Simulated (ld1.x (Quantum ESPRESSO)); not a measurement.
u(r) = r·R(r): atom against pseudo-atom (vanadium (V))

Columns: radius, all-electron u(r) and pseudo u(r) of the 3d shell (level -8.98 eV) of vanadium in the configuration [Ne] 3s2 3p6 3d3 4s1.5 4p0; LDA (PZ), scalar-relativistic, ultrasoft scheme, ld1.x (Quantum ESPRESSO) 7.5.

```csv
r (bohr),all-electron,pseudo
0.108,0.0479,0.0080
0.215,0.2004,0.0583
0.322,0.3850,0.1714
0.430,0.5505,0.3386
0.538,0.6750,0.5222
0.645,0.7561,0.6770
0.752,0.8008,0.7760
0.860,0.8173,0.8160
0.968,0.8132,0.8145
1.075,0.7952,0.7953
1.182,0.7683,0.7683
1.290,0.7356,0.7356
1.398,0.6997,0.6997
1.505,0.6627,0.6627
1.612,0.6255,0.6255
1.720,0.5885,0.5885
1.828,0.5525,0.5525
1.935,0.5182,0.5182
2.042,0.4854,0.4854
2.150,0.4540,0.4540
2.258,0.4243,0.4243
2.365,0.3965,0.3965
2.472,0.3704,0.3704
2.580,0.3455,0.3455
2.688,0.3222,0.3222
2.795,0.3005,0.3005
```

**Question.** How many radial nodes do the two functions have?

**Answer.** The all-electron 3d function has n − l − 1 = 0; the pseudo-wave has 0.

**Question.** At about which radius was the pseudo-wave matched?

**Answer.** 1.10 bohr, where the columns begin to agree (steps of 0.11 bohr).

**Question.** Is the pseudo-wave norm-conserving?

**Answer.** No, it belongs to an ultrasoft set: the norm inside the radius is not constrained, and the difference is carried by the augmentation charge.
